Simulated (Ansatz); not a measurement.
The cluster Ge₃F₆ (the lowest singlet isomer of a short search). Total charge 0; singlet. Geometry PBE-D4/def2-SVP, basis def2-TZVP, Ansatz.

Cartesian coordinates in Å:
```
Ge 0.912 1.644 -1.071
Ge 0.978 -0.511 1.940
Ge -1.192 -1.398 -0.696
F 0.144 -0.136 -1.498
F -2.538 -0.291 -0.991
F 1.605 0.849 0.636
F 1.440 -1.853 0.849
F -0.791 -0.509 1.090
F -0.557 2.205 -0.260
```

| run | HOMO (eV) | LUMO (eV) |
| --- | --- | --- |
| A | -7.17 | -2.30 |
| B | -8.38 | -1.50 |
| C | -7.51 | -2.16 |
| D | -11.06 | 1.74 |

The structure comes from a short search, and lower isomers may exist.

Problem. The runs used HF, PBE, PBE0, r2SCAN. Estimate which is which.

Solution. A PBE (0 % exact exchange); B PBE0 (25 % exact exchange); C r2SCAN (0 % exact exchange); D HF (100 % exact exchange). Exact exchange lowers occupied and raises empty levels; among semilocal functionals meta-GGAs tend to open the gap a little, and such runs are hard to tell apart. The gap grows from 4.87 eV (PBE) to 12.80 eV (HF).
